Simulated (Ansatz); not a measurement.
Compare A (`FB(S)O[SiH3]`) with its isomer B (`OB(F)S[SiH3]`).

Gas-phase electronic energies from Ansatz, PBE0-D4/def2-TZVP geometries. CCSD(T)/CBS is the MP2 limit (def2-TZVPP, def2-QZVPP) plus CCSD(T) − MP2 in def2-TZVPP, frozen cores. DFT in def2-TZVPP. B3LYP here is the variant with VWN-RPA as its local correlation; programs differ in this. One conformer a species, not always the lowest.

Task: Which isomer does CCSD(T)/CBS put lower? Give the gap. (Estimate.)

Result: Computed: A, by 31.0 kJ/mol.

Task: Give E(B) − E(A) in kJ/mol with MP2/def2-TZVPP, CCSD(T)/def2-TZVPP, B3LYP-D4, B2PLYP, B3LYP, CCSD/def2-TZVPP, ωB97M-V. (Best estimate.)

Result: Ansatz gave: MP2/def2-TZVPP 30.1, CCSD(T)/def2-TZVPP 32.6, B3LYP-D4 34.4, B2PLYP 35.0, B3LYP 35.9, CCSD/def2-TZVPP 35.5, ωB97M-V 29.6. None reverses the order clearly.

Largest T1 diagnostic: 0.013.

In def2-TZVPP, CCSD(T) changes the Hartree–Fock value by −15.6 kJ/mol (the triples alone add −2.9 kJ/mol) and MP2 by −18.1 kJ/mol.
